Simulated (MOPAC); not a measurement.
Input file for MOPAC: AM1 on CH4GeO2 (SMILES C[O][Ge][OH]).

```
AM1 1SCF PRECISE CHARGE=0 THREADS=1
CH4GeO2

C     -1.17371623 1    -0.16172350 1     0.23444987 1
O     -0.43540173 1     1.03033607 1     0.47666678 1
Ge     1.30928356 1     1.31261861 1     0.25771063 1
O      1.75302001 1    -0.34429325 1    -0.33671054 1
H     -0.54135941 1    -0.96504446 1    -0.14507876 1
H     -1.64270107 1    -0.48341124 1     1.16733550 1
H     -1.96031637 1     0.05205423 1    -0.49296003 1
H      2.69119124 1    -0.44053645 1    -0.53282047 1
```

The log:

```
*******************************************************************************
 **                                                                           **
 **                              MOPAC v23.2.5                                **
 **                                                                           **
 *******************************************************************************
 ** MOPAC's Digital Object Identifier: https://doi.org/10.5281/zenodo.6511958 **
 **                                                                           **
 ** Please cite the open-source release paper for use of this MOPAC version:  **
 ** J. E. Moussa and J. J. P. Stewart (2026)                                  **
 ** MOPAC: An open-source semiempirical molecular orbital program             **
 ** J. Open Source Softw., 11(119), 8025, https://doi.org/10.21105/joss.08025 **
 *******************************************************************************

                              AM1 CALCULATION RESULTS

 *******************************************************************************
 *  AM1        - The AM1 Hamiltonian to be used
 *
 *
 *
 *                 CHARGE ON SYSTEM = 0
 *
 *
 *
 *  PRECISE    - TIGHTER CRITERIA TO BE USED
 *  1SCF       - DO 1 SCF AND THEN STOP
 *  THREADS=1  - MULTI-THREADING NOT USED
 *  T=         - A TIME OF 172800.0 SECONDS REQUESTED
 *  DUMP=N     - RESTART FILE WRITTEN EVERY 7200.0 SECONDS REQUESTED
 *******************************************************************************
AM1 1SCF PRECISE CHARGE=0 THREADS=1
 CH4GeO2

   ATOM   CHEMICAL          X               Y               Z
  NUMBER   SYMBOL      (ANGSTROMS)     (ANGSTROMS)     (ANGSTROMS)

     1       C         -1.17371623  *  -0.16172350  *   0.23444987  *
     2       O         -0.43540173  *   1.03033607  *   0.47666678  *
     3      Ge          1.30928356  *   1.31261861  *   0.25771063  *
     4       O          1.75302001  *  -0.34429325  *  -0.33671054  *
     5       H         -0.54135941  *  -0.96504446  *  -0.14507876  *
     6       H         -1.64270107  *  -0.48341124  *   1.16733550  *
     7       H         -1.96031637  *   0.05205423  *  -0.49296003  *
     8       H          2.69119124  *  -0.44053645  *  -0.53282047  *



          CARTESIAN COORDINATES

    NO.       ATOM           X           Y           Z

     1         C         -1.1737     -0.1617      0.2344
     2         O         -0.4354      1.0303      0.4767
     3        Ge          1.3093      1.3126      0.2577
     4         O          1.7530     -0.3443     -0.3367
     5         H         -0.5414     -0.9650     -0.1451
     6         H         -1.6427     -0.4834      1.1673
     7         H         -1.9603      0.0521     -0.4930
     8         H          2.6912     -0.4405     -0.5328

  H: (AM1): M.J.S. DEWAR ET AL, J. AM. CHEM. SOC. 107 3902-3909 (1985)
  C: (AM1): M.J.S. DEWAR ET AL, J. AM. CHEM. SOC. 107 3902-3909 (1985)
  O: (AM1): M.J.S. DEWAR ET AL, J. AM. CHEM. SOC. 107 3902-3909 (1985)
 Ge: (AM1): M.J.S.Dewar and C.Jie, Organometallics, 8, 1544, (1989)

           Empirical Formula: C H4 O2 Ge  =     8 atoms



      MOLECULAR POINT GROUP   :   Cs


      RHF CALCULATION, NO. OF DOUBLY OCCUPIED LEVELS = 12


 -------------------------------------------------------------------------------
 AM1 1SCF PRECISE CHARGE=0 THREADS=1
 CH4GeO2



     1SCF WAS SPECIFIED, SO BFGS WAS NOT USED
     SCF FIELD WAS ACHIEVED


                              AM1 CALCULATION
                                                       MOPAC v23.2.5 Linux




          FINAL HEAT OF FORMATION =       -101.85541 KCAL/MOL =    -426.16304 KJ/MOL


          COSMO AREA              =        114.18 SQUARE ANGSTROMS
          COSMO VOLUME            =        102.82 CUBIC ANGSTROMS

          IONIZATION POTENTIAL    =          8.642961 EV
          HOMO LUMO ENERGIES (EV) =         -8.643 -0.377
          NO. OF FILLED LEVELS    =         12
          MOLECULAR WEIGHT        =        120.6314         POINT GROUP:  Cs

          MOLECULAR DIMENSIONS (Angstroms)

            Atom       Atom       Distance
            H     8    H     7     4.67769
           Ge     3    H     5     2.49489
            H     7    H     6     1.72337


          SCF CALCULATIONS        =          1





   ATOM   CHEMICAL          X               Y               Z
  NUMBER   SYMBOL      (ANGSTROMS)     (ANGSTROMS)     (ANGSTROMS)

     1       C         -1.17371623  *  -0.16172350  *   0.23444987  *
     2       O         -0.43540173  *   1.03033607  *   0.47666678  *
     3      Ge          1.30928356  *   1.31261861  *   0.25771063  *
     4       O          1.75302001  *  -0.34429325  *  -0.33671054  *
     5       H         -0.54135941  *  -0.96504446  *  -0.14507876  *
     6       H         -1.64270107  *  -0.48341124  *   1.16733550  *
     7       H         -1.96031637  *   0.05205423  *  -0.49296003  *
     8       H          2.69119124  *  -0.44053645  *  -0.53282047  *

                             CARTESIAN COORDINATES

   1    C       -1.173716230    -0.161723500     0.234449870
   2    O       -0.435401730     1.030336070     0.476666780
   3   Ge        1.309283560     1.312618610     0.257710630
   4    O        1.753020010    -0.344293250    -0.336710540
   5    H       -0.541359410    -0.965044460    -0.145078760
   6    H       -1.642701070    -0.483411240     1.167335500
   7    H       -1.960316370     0.052054230    -0.492960030
   8    H        2.691191240    -0.440536450    -0.532820470


           Empirical Formula: C H4 O2 Ge  =     8 atoms



      MOLECULAR POINT GROUP   :   Cs


                  EIGENVALUES
 -36.73709 -34.86074 -26.80630 -17.34922 -16.38009 -15.12271 -14.87454 -13.22254
 -12.44640 -11.28516 -10.81746  -8.64296  -0.37679   1.43116   2.12353   4.70467
   4.73939   4.99589   5.80490   6.01148


              NET ATOMIC CHARGES AND DIPOLE CONTRIBUTIONS

  ATOM NO.   TYPE          CHARGE      No. of ELECS.   s-Pop       p-Pop
    1          C          -0.011573        4.0116     1.21698     2.79459
    2          O          -0.599639        6.5996     1.87212     4.72752
    3         Ge           0.857987        3.1420     1.65785     1.48416
    4          O          -0.652510        6.6525     1.87440     4.77811
    5          H           0.061635        0.9384     0.93836
    6          H           0.063413        0.9366     0.93659
    7          H           0.064145        0.9359     0.93585
    8          H           0.216543        0.7835     0.78346
 DIPOLE           X         Y         Z       TOTAL
 POINT-CHG.     2.755     2.655     0.338     3.841
 HYBRID        -1.449    -3.117    -0.715     3.511
 SUM            1.306    -0.462    -0.377     1.436


          ATOMIC ORBITAL ELECTRON POPULATIONS

     Atom    s        px        py        pz
    1  C   1.21698   0.94099   0.85709   0.99651
    2  O   1.87212   1.49566   1.40513   1.82673
    3 Ge   1.65785   0.55919   0.67074   0.25422
    4  O   1.87440   1.30558   1.61959   1.85294
    5  H   0.93836
    6  H   0.93659
    7  H   0.93585
    8  H   0.78346

 **********************
 *                    *
 * JOB ENDED NORMALLY *
 *                    *
 **********************




 == MOPAC DONE ==
```

The run finished.

Cost: about 0.03 core-seconds (a rough figure).
